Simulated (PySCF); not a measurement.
Ionisation energy of Pr⁵²⁺ by level of theory

Pr⁵²⁺ [He] 2s2 2p3 (4S) → Pr⁵³⁺ [He] 2s2 2p2 (3P), as a difference of total energies. Calculation: PySCF 2.14, in an uncontracted even-tempered set (19 s from 29 bohr⁻², ratio 2.2; 12 p from 37 bohr⁻², ratio 2.2; 5 d from 140 bohr⁻², ratio 2.4; 5 f from 210 bohr⁻², ratio 2.4; 4 g from 320 bohr⁻², ratio 2.4); the spin-free X2C one-electron Hamiltonian (Gaussian nucleus). Correlated levels: nothing frozen; virtual orbitals above 40 to 60 times the deepest correlated orbital energy dropped. The calculations carry no spin-orbit coupling.

```
                 method  ionisation energy (eV)  difference from reference (eV)
                    UHF                 10385.1                          +210.1
                    LDA                 10378.8                          +203.8
                    PBE                 10380.3                          +205.3
                   PBE0                 10381.8                          +206.8
                 r2SCAN                 10385.6                          +210.6
                   PW91                 10381.7                          +206.7
                   BP86                 10381.6                          +206.6
    MP2 (all electrons)                 10385.0                          +210.0
SCS-MP2 (all electrons)                 10384.5                          +209.5
```

Reference: 10175 ± 4 eV (theoretical estimate listed by NIST; NIST Atomic Spectra Database, ionization energies).

Spin-orbit coupling is strong in these open shells (close to jj coupling). The scalar numbers leave it out and a first-order estimate fails, so it can dominate the gap to the real levels.

For this ion Breit and QED terms and the two-electron picture change, all absent here, outweigh the differences among the correlated methods.
